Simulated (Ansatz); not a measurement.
`C=C=C(F)BC` and `C=C=C(N)F` differ in one atom or group.

Ansatz, PBE0-D4/def2-TZVP geometries, multiplicity 1. Each molecule was computed in one conformer, which needn't be the lowest.

```json
{"property": "HOMO–LUMO gap (PBE/def2-TZVPP) / eV", "`C=C=C(F)BC`": "3.90"}
{"property": "size of the dipole moment (ωB97M-V/def2-TZVPP) / D", "`C=C=C(F)BC`": "1.60"}
{"property": "HOMO energy (B3LYP/def2-TZVPP) / eV", "`C=C=C(F)BC`": "-7.53"}
{"property": "HOMO–LUMO gap (ωB97M-V/def2-TZVPP) / eV", "`C=C=C(F)BC`": "10.21"}
{"property": "size of the dipole moment (PBE/def2-TZVPP) / D", "`C=C=C(F)BC`": "1.44"}
{"property": "HOMO–LUMO gap (B3LYP/def2-TZVPP) / eV", "`C=C=C(F)BC`": "5.60"}
```

Q: Give the same properties after the change, and the shifts. (Best estimate.)

A: Computed: 
```csv
property,`C=C=C(N)F`,shift
HOMO–LUMO gap (PBE/def2-TZVPP) / eV,3.75,-0.15
size of the dipole moment (ωB97M-V/def2-TZVPP) / D,2.29,0.69
HOMO energy (B3LYP/def2-TZVPP) / eV,-6.15,1.38
HOMO–LUMO gap (ωB97M-V/def2-TZVPP) / eV,10.34,0.13
size of the dipole moment (PBE/def2-TZVPP) / D,2.22,0.78
HOMO–LUMO gap (B3LYP/def2-TZVPP) / eV,5.57,-0.03
```

Dipoles are sizes alone; their direction can turn.

B3LYP here is the variant with VWN-RPA as its local correlation; programs differ in this.
